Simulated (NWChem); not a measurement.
System: C$_{2}$H$_{6}$B, doublet; SMILES C[B]C

The following NWChem deck was run.

```
start job
memory heap 200 mb stack 900 mb global 1100 mb
geometry units angstroms noautosym nocenter noautoz
  C     -1.403570     0.008968    -0.119880
  B      0.000000     0.000000     0.539114
  C      1.403570    -0.008968    -0.119880
  H     -1.679296    -1.062138    -0.202092
  H     -2.194930     0.481610     0.480597
  H     -1.420317     0.418164    -1.146803
  H      1.420317    -0.418164    -1.146803
  H      2.194930    -0.481610     0.480597
  H      1.679296     1.062138    -0.202092
end
basis spherical
  * library cc-pvtz
end
dft
  odft
  mult 2
  xc b3lyp
  iterations 150
  semidirect filesize 400000000
end
property
  efieldgrad
end
task dft property
```

Parts of the log:

```
             Northwest Computational Chemistry Package (NWChem) 7.3.0
             --------------------------------------------------------

                             Geometry "geometry" -> ""
                             -------------------------

 Output coordinates in angstroms (scale by  1.889725989 to convert to a.u.)

  No.       Tag          Charge          X              Y              Z
 ---- ---------------- ---------- -------------- -------------- --------------
    1 C                    6.0000    -1.40357000     0.00896800    -0.11988000
    2 B                    5.0000     0.00000000     0.00000000     0.53911400
    3 C                    6.0000     1.40357000    -0.00896800    -0.11988000
    4 H                    1.0000    -1.67929600    -1.06213800    -0.20209200
    5 H                    1.0000    -2.19493000     0.48161000     0.48059700
    6 H                    1.0000    -1.42031700     0.41816400    -1.14680300
    7 H                    1.0000     1.42031700    -0.41816400    -1.14680300
    8 H                    1.0000     2.19493000    -0.48161000     0.48059700
    9 H                    1.0000     1.67929600     1.06213800    -0.20209200

 Effective nuclear repulsion energy (a.u.)      60.5371484916

                              NWChem Property Module
                              ----------------------

  itol2e modified to match energy
  convergence criterion.

                                 NWChem DFT Module
                                 -----------------

 Summary of "ao basis" -> "ao basis" (spherical)
 ------------------------------------------------------------------------------
       Tag                 Description            Shells   Functions and Types
 ---------------- ------------------------------  ------  ---------------------
 C                          cc-pvtz                 10       30   4s3p2d1f
 B                          cc-pvtz                 10       30   4s3p2d1f
 H                          cc-pvtz                  6       14   3s2p1d

  itol2e modified to match energy
  convergence criterion.

[...]

          -----------------------
          Electric field gradient
          -----------------------

 1 a.u. = 0.324123 10**(16) esu/cm**3  ( or statvolts/cm**2 ) = 0.97174 10**(22) v/m**2

 ------------------------------------------------------------
   Atom      X         Y         Z
 ------------------------------------------------------------
    1 C   -2.65236   0.01695  -0.22654
 ------------------------------------------------------------

 Electric field gradient in molecular frame (a.u.)
         XX             YY             ZZ             XY             XZ             YZ
 ------------------------------------------------------------------------------------------
        0.138125      -0.106265      -0.031859       0.006240       0.054182       0.011973

 Principal components (a.u.) and orientation
 of principal axis w.r.t. absolute frame                      Asymmetry parameter eta
 --------------------------------------------------------------------------------------
        0.154262      -0.108168      -0.046093                       0.402403

        0.958902       0.010738      -0.283533
        0.035901       0.986660       0.158783
        0.281456      -0.162437       0.945726

 ------------------------------------------------------------
   Atom      X         Y         Z
 ------------------------------------------------------------
    2 B    0.00000   0.00000   1.01878
 ------------------------------------------------------------

 Electric field gradient in molecular frame (a.u.)
         XX             YY             ZZ             XY             XZ             YZ
 ------------------------------------------------------------------------------------------
        0.387377      -0.557475       0.170098      -0.049453      -0.000000      -0.000000

 Principal components (a.u.) and orientation
 of principal axis w.r.t. absolute frame                      Asymmetry parameter eta
 --------------------------------------------------------------------------------------
       -0.560056       0.389958       0.170098                       0.392567

        0.052126       0.998641      -0.000000
        0.998641      -0.052126      -0.000000
        0.000000      -0.000000       1.000000

 ------------------------------------------------------------
   Atom      X         Y         Z
 ------------------------------------------------------------
    3 C    2.65236  -0.01695  -0.22654
 ------------------------------------------------------------

 Electric field gradient in molecular frame (a.u.)
         XX             YY             ZZ             XY             XZ             YZ
 ------------------------------------------------------------------------------------------
        0.138125      -0.106265      -0.031859       0.006240      -0.054182      -0.011973

 Principal components (a.u.) and orientation
 of principal axis w.r.t. absolute frame                      Asymmetry parameter eta
 --------------------------------------------------------------------------------------
        0.154262      -0.108168      -0.046093                       0.402403

        0.958902       0.010738       0.283533
        0.035901       0.986660      -0.158784
       -0.281456       0.162437       0.945726

 ------------------------------------------------------------
   Atom      X         Y         Z
 ------------------------------------------------------------
    4 H   -3.17341  -2.00715  -0.38190
 ------------------------------------------------------------

[...]
```

Level: B3LYP/cc-pVTZ, spin-unrestricted. In the optimisation the excess spin sits in a (C2, its own frame). Structure relaxed at the PBE0/def2-SVP, spin-unrestricted level. No stability test was run on the SCF state. NWChem prints the field gradient with the sign opposite to the second derivative of the potential.
